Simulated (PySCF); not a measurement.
Ge²⁺: ionisation energy

Ge²⁺ [Ar] 3d10 4s2 (1S) → Ge³⁺ [Ar] 3d10 4s1 (2S), as a difference of total energies. All numbers are calculated (PySCF 2.14, scalar relativity through the core potential, in cc-pVTZ-PP with ECP10MDF). Correlated levels: valence: 3s2 3p6 3d10 frozen. The calculations carry no spin-orbit coupling.

| method | ionisation energy (eV) |
| --- | --- |
| UHF | 32.194 |
| MP2 (valence) | 32.979 |
| SCS-MP2 (valence) | 33.136 |
| CCSD (valence) | 33.280 |

Estimate what B3LYP gives.

34.431 eV, closest to CCSD (valence) among the rows shown.

Estimate what BP86 gives.

34.428 eV, closest to CCSD (valence) among the rows shown.

Errors of the correlated levels include the incompleteness of this basis and the frozen core.

With two correlated electrons CCSD is exact in that space.

For comparison: 34.058 eV (measured; NIST Atomic Spectra Database, ionization energies).
